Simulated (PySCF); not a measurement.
Electron correlation in Zn⁺ (zinc, charge +1)

[Ar] 3d9 4s2, 2D determinant (an excited configuration). All numbers are calculated (PySCF 2.14, scalar relativity by spin-free X2C-1e, in aug-cc-pwCVTZ-DK). Frozen: [Ar]; 11 electrons correlated.

MP2 pair energies summed by pair of shells (mhartree):

```tsv
pair	energy	share (%)
3d-3d	-362.87	81.1
3d-4s	-57.52	12.9
4s-4s	-26.79	6.0
```

Total MP2 correlation energy: -447.17 mhartree.

Same-spin part -153.95 and opposite-spin part -293.22 mhartree; SCS-MP2 scales them by 1/3 and 6/5 to -403.19 mhartree.
